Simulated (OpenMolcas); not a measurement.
Multiconfigurational calculation on Pd3+

Pd3+ among 4 point charges of -2 e arranged as a tetrahedron (Td), 2.1 Å from the ion.

Input:

```
&GATEWAY
Coord
1

Pd 0.0 0.0 0.0
Basis=ANO-RCC-VDZP
Group=NoSym
NoMove
AngMom=0.0 0.0 0.0
AMFI
XField
4 Angstrom 0
1.212436 1.212436 1.212436 -2.000000
1.212436 -1.212436 -1.212436 -2.000000
-1.212436 1.212436 -1.212436 -2.000000
-1.212436 -1.212436 1.212436 -2.000000
&SEWARD
&RASSCF
FileOrb=start.orb
Symmetry=1
Spin=4
nActEl=7 0 0
Inactive=18
Ras2=5
CIRoot=10 10 1
SDav=10
CIMx=300
Iter=120 100
PrWF=0.3
OrbListing=Nothing
MaxOrb=0
>>> COPY $Project.JobIph JOB001
&RASSCF
FileOrb=start.orb
Symmetry=1
Spin=2
nActEl=7 0 0
Inactive=18
Ras2=5
CIRoot=40 40 1
SDav=40
CIMx=300
Iter=120 100
PrWF=0.3
OrbListing=Nothing
MaxOrb=0
>>> COPY $Project.JobIph JOB002
&RASSI
NrOfJobIphs=2 10 40
1 2 3 4 5 6 7 8 9 10
1 2 3 4 5 6 7 8 9 10 11 12 13 14 15 16 17 18 19 20 21 22 23 24 25 26 27
28 29 30 31 32 33 34 35 36 37 38 39 40
IphNames
JOB001
JOB002
EJob
SpinOrbit
DIPRint=1.0
SOCoupling=1000.0
Subsets=2
Property=9
'ANGMOM' 1 'ANGMOM' 2 'ANGMOM' 3 'MLTPL  1' 1 'MLTPL  1' 2 'MLTPL  1' 3
'AMFI' 1 'AMFI' 2 'AMFI' 3
SOProperty=3
'ANGMOM' 1 'ANGMOM' 2 'ANGMOM' 3
```

Launched by
```bash
OMP_NUM_THREADS=1 MOLCAS_MEM=1689 MOLCAS_PROJECT=a pymolcas a.inp > a.log  # once for each step of the input, in one work folder
```

A driver script runs the steps one by one and writes start.orb anew before each from the orbitals found so far.

Output, cut to the results:

```
--- SEWARD ---
Basis set label: PD.ANO-RCC...6S5P3D1F.

      Electronic valence basis set:
      ------------------
      Associated Effective Charge  46.000000 au
      Associated Actual Charge     46.000000 au
      Nuclear Model: Point charge

      Shell  nPrim  nBasis  Cartesian Spherical Contaminant
         s      21       6        X
         p      18       5        X
         d      13       3                 X
         f       6       1                 X
                  Relativistic Douglas-Kroll-Hess integrals:
                    - DKH order of Hamiltonian: 2
                    - DKH order of Properties : 0
                  Atomic mean-field integrals
--- RASSCF ---
Wave function specifications:
      -----------------------------

      Number of closed shell electrons          36
      Number of electrons in active shells       7
      Max number of holes in RAS1 space          0
      Max nr of electrons in RAS3 space          0
      Number of inactive orbitals               18
      Number of active orbitals                  5
      Number of secondary orbitals              20
      Spin quantum number                      1.5
      State symmetry                             1
Orbital specifications:
      -----------------------

      Symmetry species                           1
                                                 a
      Frozen orbitals                            0
      Inactive orbitals                         18
      Active orbitals                            5
      RAS1 orbitals                              0
      RAS2 orbitals                              5
      RAS3 orbitals                              0
      Secondary orbitals                        20
      Deleted orbitals                           0
      Number of basis functions                 43
      Number of CSFs                            10
      Number of root(s) required                10
      Iter CI   SX   CI       RASSCF       Energy    max ROT     max BLB   max BLB  Level Ln srch  Step   QN
          iter iter root      energy       change     param      element    value   shift minimum  type update
 Nr of preliminary CI iterations:   1
      Total energies have been shifted. Add                -5000.00 au
        1   1    8    0   -45.42689803    0.00E+00   1.81E-01*  20  33 1  5.36E-01*  0.00   0.00    SX    NO
        2   1    8    0   -45.87006436   -4.43E-01*  2.92E-02   18  31 1  2.13E-01*  0.13   0.00    SX    NO
        3   1    8    0   -45.89363777   -2.36E-02*  1.88E-02   19  32 1  4.01E-02*  0.06   0.00    SX    NO
        4   1    7    0   -45.89633139   -2.69E-03*  7.67E-03   17  30 1  2.29E-02*  0.09   0.00    SX    NO
        5   1    7    0   -45.89687307   -5.42E-04*  2.49E-03   16  29 1 -9.66E-03*  0.07   0.70    QN   YES
        6   1    6    0   -45.89700563   -1.33E-04*  2.27E-04   19  28 1  3.76E-04*  0.08   1.01    QN   YES
        7   1    5    0   -45.89700600   -3.66E-07*  9.08E-05   20  26 1  1.07E-04*  0.08   1.36    QN   YES
        8   1    4    0   -45.89700603   -3.09E-08*  1.41E-06   19  32 1 -3.37E-06   0.08   1.01    QN   YES
        9   1    3    0   -45.89700603   -2.36E-11  -2.70E-07   18  28 1  6.58E-07   0.08   1.23    QN   YES
      Convergence after  9 iterations
       10   1    3    0   -45.89700603   -2.73E-12  -2.70E-07   19  31 1  3.43E-08   0.08   1.23    QN   YES
      Natural orbitals and occupation numbers for root  1
      sym 1:   1.000000   1.000000   2.000000   1.000000   2.000000
      Natural orbitals and occupation numbers for root  2
      sym 1:   1.013568   1.000000   1.013568   1.986432   1.986432
      Natural orbitals and occupation numbers for root  3
      sym 1:   1.012466   1.987534   1.012466   1.000000   1.987534
::    RASSCF root number  1 Total energy:  -5045.93007640
::    RASSCF root number  2 Total energy:  -5045.91933878
::    RASSCF root number  3 Total energy:  -5045.91933878
::    RASSCF root number  4 Total energy:  -5045.91933878
::    RASSCF root number  5 Total energy:  -5045.91110247
::    RASSCF root number  6 Total energy:  -5045.91110247
::    RASSCF root number  7 Total energy:  -5045.91110247
::    RASSCF root number  8 Total energy:  -5045.84955339
::    RASSCF root number  9 Total energy:  -5045.84955339
::    RASSCF root number 10 Total energy:  -5045.84955339
--- RASSCF ---
Wave function specifications:
      -----------------------------

      Number of closed shell electrons          36
...
--- RASSI ---
SPIN-FREE ENERGIES:
  (Shifted by EMIN (a.u.) =      -5045.9300764016)

 SF State       Relative EMIN(au)   Rel lowest level(eV)    D:o, cm**(-1)      L_eff

     1             0.0000000000        0.0000000000              0.0000         3.0
     2             0.0107376228        0.2921856016           2356.6358         3.0
     3             0.0107376228        0.2921856016           2356.6358         3.0
     4             0.0107376228        0.2921856016           2356.6358         3.0
     5             0.0189739309        0.5163069632           4164.2965         3.0
     6             0.0189739309        0.5163069632           4164.2965         3.0
     7             0.0189739309        0.5163069632           4164.2965         3.0
    11             0.0797964589        2.1713722635          17513.2984         4.0
    12             0.0797964589        2.1713722635          17513.2984         4.0
    10             0.0805230146        2.1911428510          17672.7589         1.0
     8             0.0805230146        2.1911428510          17672.7589         1.0
     9             0.0805230146        2.1911428510          17672.7589         1.0
    13             0.0809155758        2.2018249862          17758.9162         4.0
    14             0.0809155758        2.2018249862          17758.9162         4.0
    15             0.0809155758        2.2018249862          17758.9162         4.0
    16             0.0828571758        2.2546586147          18185.0481         4.0
    17             0.0858009785        2.3347635652          18831.1381         4.0
    18             0.0858009785        2.3347635652          18831.1381         4.0
    19             0.0858009785        2.3347635652          18831.1381         4.0
    20             0.1020909373        2.7780359277          22406.3708         4.0
    21             0.1020909373        2.7780359277          22406.3708         4.0
...
```

Spin-orbit levels above the lowest (labels of Td):

```csv
E (cm-1),Degeneracy,Label,2S+1,g
0.0,4,Γ8,4,
1783,4,Γ8,4,
2333,2,Γ6,4,3.47 3.47 3.47
4285,4,Γ8,4,
4391,2,Γ7,4,3.93 3.93 3.93
4538,2,Γ6,4,1.49 1.49 1.49
6221,4,Γ8,4,
7229,2,Γ7,4,1.95 1.95 1.95
8032,4,Γ8,4,
17697,2,Γ6,2,3.63 3.63 3.63
17798,4,Γ8,2 (80 %),
17958,4,Γ8,4 (61 %),
18277,4,Γ8,4 (85 %),
18307,2,Γ7,4,2.64 2.64 2.64
19294,4,Γ8,2,
20124,2,Γ6,4 (86 %),2.39 2.39 2.39
20813,4,Γ8,2,
21186,2,Γ6,2,1.63 1.63 1.63
21761,2,Γ7,2,2.45 2.45 2.45
23597,4,Γ8,2,
```

Spin-orbit coupling mixes the spin-free states strongly: the lowest level takes only 68 % from its leading state, 4A2. Without dynamic correlation the repulsion within the d shell is too large (B by tens of per cent), so at a given field states of lower spin stand too high. The ground term spreads over less than 5000 cm-1, several times less than with real ligands, so orbital moments are less quenched and χT lies further from the spin-only value than at real sites. Point charges carry no covalency, so the field is a model and not that of real ligands. No measured value stands beside these numbers.
